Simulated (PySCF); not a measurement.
Si(SH)2 (H2S2Si), SMILES S[Si]S (connectivity only; charge and spin as stated), neutral, multiplicity 1.

The structure is a stationary point at PBE0-D3(BJ)/def2-TZVP. One conformer was computed; it need not be the lowest.

The numbers are results of TDDFT-ωB97X/def2-SVPD (PySCF), not measurements.

Vertical excitations. Isolated molecule, no solvent. State labels are in the subgroup Cs.

```tsv
state	symmetry	energy (eV)	λ (nm)	f	main pairs
S1	A"	3.82	324	0.023	HOMO→LUMO 100 %
S2	A'	5.01	247	0.052	HOMO−1→LUMO 93 %
S3	A"	5.90	210	0.001	HOMO−3→LUMO 93 %
S4	A'	5.93	209	0.072	HOMO→LUMO+1 43 %, HOMO−2→LUMO 36 %, HOMO→LUMO+3 11 %
S5	A"	6.12	203	0.003	HOMO−1→LUMO+1 67 %, HOMO−1→LUMO+2 14 %
S6	A'	6.33	196	0.205	HOMO−2→LUMO 48 %, HOMO→LUMO+1 42 %
S7	A'	6.47	192	0.130	HOMO→LUMO+2 67 %, HOMO→LUMO+3 17 %
S8	A"	6.83	182	0.015	HOMO−1→LUMO+2 49 %, HOMO−2→LUMO+2 20 %, HOMO−1→LUMO+1 9 %
S9	A'	6.93	179	0.122	HOMO→LUMO+3 45 %, HOMO→LUMO+2 21 %, HOMO→LUMO+4 15 %
S10	A"	7.04	176	0.016	HOMO−1→LUMO+3 45 %, HOMO−1→LUMO+4 16 %, HOMO−1→LUMO+1 13 %
T1	A"	2.52	492	0	HOMO→LUMO 96 %
T2	A'	4.19	296	0	HOMO−1→LUMO 98 %
T3	A'	4.80	258	0	HOMO→LUMO+1 79 %
T4	A'	5.12	242	0	HOMO−2→LUMO 96 %
```
Triplets are in the Tamm–Dancoff approximation, which puts them higher than full response would, so one can lie above its singlet here.
